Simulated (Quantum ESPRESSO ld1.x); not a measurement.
Values are calculated unless marked as measured or tabulated.
Hf LXIV, configuration [He] 2s2 2p5 (the NIST ground configuration). Level of theory: scalar-relativistic Kohn-Sham, LDA (Slater exchange, VWN5 correlation), spin-unpolarised, spherical densities, point nucleus (ld1.x of Quantum ESPRESSO 7.5).

Unscreened Slater integrals over Kohn-Sham orbitals (eV).

integral    value
F0(2p,2p)  354.59
F2(2p,2p)  168.21
F0(2p,2s)  328.74
G1(2p,2s)  187.51
F0(2p,1s)  482.29
G1(2p,1s)  93.643
F0(2s,2s)  312.59
F0(2s,1s)  442.73
G0(2s,1s)  45.922
F0(1s,1s)  1362.2

Derived for the open shells (J is the average intra-shell exchange parameter used in DFT+U). 2p: J = F2/5 = 33.64 eV.
